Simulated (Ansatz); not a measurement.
Born–Oppenheimer molecular dynamics of CH$_{9}$NOSi$_{2}$ (14 atoms, charge 0, multiplicity 1). It starts at the highest image of a converged band. Of that band: Beside the main top the profile has a ripple of under 15 meV (maxima at images 2, 5), which may be a very shallow well or noise. A structure lower than the first end lies on the path between it and the top, so the climb from that side starts below the end, which may itself be a saddle point or a shallow side well. Neighbouring images differ by up to 3.3 eV, so the band resolves the path poorly. A vibrational analysis at the climbing image gives one clearly imaginary mode, 1402i cm⁻¹, and a faint second one (16i cm⁻¹) that may be numerical noise or a soft torsion: probably a first-order saddle point.

Level of theory: RKS B3LYP/def2-SVP (Ansatz 0.2.0).

| Quantity | Value |
| --- | --- |
| ensemble | NVE (velocity Verlet) |
| time step | 0.5 fs |
| steps asked | 193 |
| starting velocities drawn for | 300 K |
| seed | 11880 |

First frame:

```xyz
14
Properties=species:S:1:pos:R:3
C -0.871 1.668 0.061
Si 0.230 0.559 1.117
O -1.156 -0.483 2.050
N 1.052 -0.576 0.060
Si 0.856 -1.033 -1.622
H -1.480 2.313 0.714
H -1.556 1.069 -0.562
H -0.273 2.319 -0.598
H -0.158 0.099 2.627
H -0.899 -1.422 2.040
H 1.866 -0.996 0.507
H 1.788 -0.308 -2.541
H -0.541 -0.745 -2.047
H 1.127 -2.494 -1.778
```

Q: What does the run give?

A: The run went to its last step.

```yaml
steps_done: 193
time_covered: 96.5 fs
mean_temperature_over_the_second_half: 1140 K
spread_of_the_potential_energy_over_the_second_half: 47.4 meV per atom
mean_potential_energy_of_the_second_half_above_the_start: -93.1 meV per atom
```

The conserved energy stayed within 1 meV per atom of its start (net change 0.098 meV per atom), so the integration is sound. The system heated up, since it started high on the potential surface and ran downhill. A run of 0.097 ps of so small a system gives no equilibrium averages. The orbitals stay closed-shell, which can raise the energy where a bond breaks towards radicals; this wasn't checked here.

Q: What happens to the structure?

A: The step under study would form O3–H9 and break Si2–H9. These pairs go: O3–H9 1.29 → 2.30 Å, Si2–H9 1.63 → 1.22 Å. In the last frame they stand as before the step (other bonds may differ from the relaxed reactants and products). These pairs come and go: their bonding changes 8 times, last at 92 of 96 fs, so the outcome isn't settled. It ends as one piece, CH9NOSi2. Pairs count as bonded within 1.25 times the sum of covalent radii (0.12 Å more for H–H). This is one draw of velocities; another would differ in detail.

Q: How do temperature and energy run in time?

A: 
```csv
time (fs),T (K),potential energy less start (eV),conserved less start (meV/atom)
0.0,300,0.000,0.00
3.0,141,0.250,0.22
6.0,192,0.169,0.12
9.0,280,0.032,0.12
12.0,443,-0.219,0.24
15.0,1046,-1.155,0.18
18.0,1853,-2.410,-0.11
21.0,2013,-2.658,-0.10
24.0,1453,-1.787,0.11
27.0,819,-0.803,0.10
30.0,470,-0.260,0.21
33.0,661,-0.559,0.07
36.0,997,-1.076,0.37
39.0,2017,-2.671,-0.54
42.0,1565,-1.961,0.09
45.0,878,-0.894,0.19
48.0,690,-0.603,0.17
51.0,1107,-1.250,0.15
54.0,1544,-1.940,-0.73
57.0,900,-0.924,0.47
60.0,1655,-2.105,-0.28
63.0,947,-1.000,0.20
66.0,534,-0.361,0.14
69.0,607,-0.473,0.22
72.0,1341,-1.612,0.13
75.0,1857,-2.429,-1.00
78.0,1516,-1.893,-0.46
81.0,1541,-1.924,0.01
84.0,767,-0.723,0.14
87.0,501,-0.310,0.19
90.0,943,-0.995,0.18
93.0,1667,-2.129,-0.63
96.0,1035,-1.129,0.84
```

Run time: 9.4 min on 2 threads of Arm Neoverse V2 (shared host), peak memory 0.29 GiB.
